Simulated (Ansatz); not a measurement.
Isolated molecules relaxed with PBE0-D4/def2-TZVP in Ansatz; ΔE leaves out vibrations. CBS: MP2 limit from def2 TZ/QZ plus the TZ coupled-cluster correction, frozen cores. This one scheme is used for every species. DFT in def2-TZVPP. Open shells (•) are unrestricted, without spin–orbit coupling. One conformer a species, not always the lowest.

Reaction (homolysis of the N–Si bond): `N[SiH2]N[SiH2]N` → `[NH][SiH2]N`• + `N[SiH2]`•

```
        level  ΔE (kJ/mol)
   r2SCANh-D4        460.8
CCSD/def2-SVP        463.5
```

(1) What does CCSD(T)/CBS give? (Estimate.)

Largest T1 diagnostic among the species: 0.015.

Answers

(1) Computed: +500.8 kJ/mol. The listed levels differ from it by -40.0, -37.3 kJ/mol.

From BLYP to BHLYP (50 % exact exchange), in def2-TZVPP and without D4, ΔE moves by +27.5 kJ/mol. At CCSD(T), def2-SVP lies −32.5 kJ/mol from the extrapolated value and def2-TZVPP −14.4 kJ/mol: correlation converges slowly with the basis, and small sets miss more of it in the bonded molecule than in its fragments.

CCSD(T)/CBS has its own doubt, a few kJ/mol and more with outer-core shells, so smaller differences from it don't rank the levels.
